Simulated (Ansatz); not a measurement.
Program: Ansatz. Geometries: PBE0-D4/def2-TZVP. ΔE: electronic, gas phase. CBS: MP2 limit from def2 TZ/QZ plus the TZ coupled-cluster correction, frozen cores. Functionals use def2-TZVPP. def2 core potentials past Kr. For Cd outer-core shells are correlated without core-valence functions, which leaves a few kJ/mol of doubt a bond. One conformer a species, not always the lowest.

Consider the substitution at a C–Si bond: `C[Si](N)(O)Cl` + `[NH2][Cd][OH]` → `C[O][Cd][NH2]` + `N[SiH](O)Cl`.

CCSD(T)/CBS gives +121.5 kJ/mol.

(1) Another level gave +104.5 kJ/mol. Which?
A. B2PLYP/def2-TZVPP
B. MP2/def2-TZVPP
C. r2SCANh/def2-TZVPP
D. BLYP/def2-TZVPP

Largest T1 diagnostic among the species: 0.016.

Answers

(1) D. BLYP 104.5, B2PLYP 112.8, r2SCANh 119.1, MP2/def2-TZVPP 123.3 kJ/mol.

At CCSD(T), def2-SVP lies −29.2 kJ/mol from the extrapolated value and def2-TZVPP −6.3 kJ/mol. Leaving LDA and LC-ωPBE aside and taking each functional with its dispersion term where it has one, the values, not all of them listed here, spread over 10.0 kJ/mol, from BLYP-D4 to r2SCAN0-D4. LDA lies +5.1 kJ/mol from PBE without D4. From BLYP to BHLYP (50 % exact exchange), in def2-TZVPP and without D4, ΔE moves by +4.1 kJ/mol.
